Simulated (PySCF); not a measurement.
TDDFT excited states: C6H6F3N

Species: C6H6F3N.
SMILES with atom numbers: `[F:1][C:2]([F:3])([F:4])[CH2:5][c:6]1[cH:7][cH:8][cH:9][nH:10]1` (hydrogens: H11, H12 on C5; H13 on C7; H14 on C8; H15 on C9; H16 on N10)

Cartesian coordinates in Å at the GFN2-xTB level; atoms count from 1:
```xyz
16
C6H6F3N angstrom
F     -2.074    0.712   -1.355
C     -2.154    0.485   -0.040
F     -1.861    1.650    0.568
F     -3.447    0.238    0.230
C     -1.250   -0.645    0.425
C      0.180   -0.367    0.098
C      1.019   -0.986   -0.794
C      2.264   -0.333   -0.717
C      2.144    0.662    0.212
N      0.880    0.633    0.706
H     -1.405   -0.755    1.503
H     -1.576   -1.557   -0.076
H      0.768   -1.814   -1.426
H      3.142   -0.575   -1.283
H      2.860    1.381    0.557
H      0.503    1.278    1.381
```

Method: TDDFT PBE0/def2-SVPD, vertical, gas phase, core orbitals frozen in the response in PySCF.

Question: What does the calculation give for the low-lying excited states?

Answer: 

```
state  E (eV)  ν̃ (cm⁻¹)       f  |μ| (D)  main configurations (H = HOMO, L = LUMO)
   S1    5.74      46280   0.023     1.02                    H→L (76%), H→L+1 (22%)
   S2    6.30      50790   0.165     2.63       H→L+1 (59%), H→L (20%), H→L+2 (16%)
   S3    6.59      53170   0.037     1.21     H→L+2 (66%), H-1→L (13%), H→L+1 (10%)
   S4    6.60      53220   0.023     0.96      H-1→L (55%), H→L+4 (19%), H→L+2 (9%)
   S5    6.81      54920   0.010     0.64                               H→L+3 (78%)
   S6    6.85      55210  0.0006     0.15   H-1→L+1 (57%), H-1→L (13%), H→L+4 (10%)
```

Triplets, Tamm–Dancoff:

| state | E (eV) | λ (nm) | main configurations (H = HOMO, L = LUMO) |
| --- | --- | --- | --- |
| T1 | 4.29 | 289.2 | H→L (48%), H→L+1 (44%) |
| T2 | 5.42 | 228.8 | H-1→L (30%), H-1→L+1 (27%), H→L+4 (24%) |

The lowest singlet lies at 5.74 eV (216 nm, ultraviolet) and is weak; its leading configuration is HOMO→LUMO (76%). The strongest level in the table is S2 at 6.30 eV (197 nm, f = 0.165). S3/S4 lie within about 0.01 eV of each other. Löwdin shares by element: HOMO carbon 80% or more (atoms not listed hold the other 20%); LUMO carbon 24% or more, hydrogen 20% or more (atoms not listed hold the other 56%). The listed states span 1.11 eV, and the widest gap between neighbours is 0.56 eV (S1 to S2). Of the 6 states listed, 5 reach f = 0.01 and none stays under 0.0005. Weighted by f, the mean energy of these states is 6.34 eV. No computed singlet lies in the visible range (380 to 750 nm); the lowest, at 216 nm, stands 2.48 eV above its violet end (3.26 eV). Singlets were solved by full linear response, triplets in the Tamm–Dancoff approximation.

One conformer stands for the species.
